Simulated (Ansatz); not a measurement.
```yaml
crystal:
  periodic: [false, false, false]
  atoms:
    - {symbol: N, position_ang: [-1.665375, -0.090455, 0.779920]}
    - {symbol: C, position_ang: [-0.256608, -0.495067, 0.767282]}
    - {symbol: B, position_ang: [0.648501, 0.071996, -0.360334]}
    - {symbol: C, position_ang: [1.788152, 0.363282, -1.202665]}
    - {symbol: N, position_ang: [0.655852, 0.915513, -1.524194]}
    - {symbol: H, position_ang: [-1.731926, 0.918208, 0.846645]}
    - {symbol: H, position_ang: [-2.100373, -0.334264, -0.101944]}
    - {symbol: H, position_ang: [0.189070, -0.246160, 1.738328]}
    - {symbol: H, position_ang: [0.189070, -0.246160, 1.738328]}
    - {symbol: H, position_ang: [2.761738, 0.436754, -1.680454]}
basis:
  gaussian: {orbitals: ANO-RCC-VTZP, final_grid: {core_spheres: 20, valence_spheres: 16, degree: 47}}
hamiltonian: {xc: {name: PBE-QIDH}}
scf: {lower_state_search: light}
output: {forces: true}
```

```sh
$ ansatz run in.yaml --threads 2 --pin off --events-out ev --progress --plain --max-ram 4352MiB
```

Shortened log:

```
Error: two nuclei lie on one point
```

What is wrong with this run?

One atom was put on top of another. The input was rejected before any iteration.
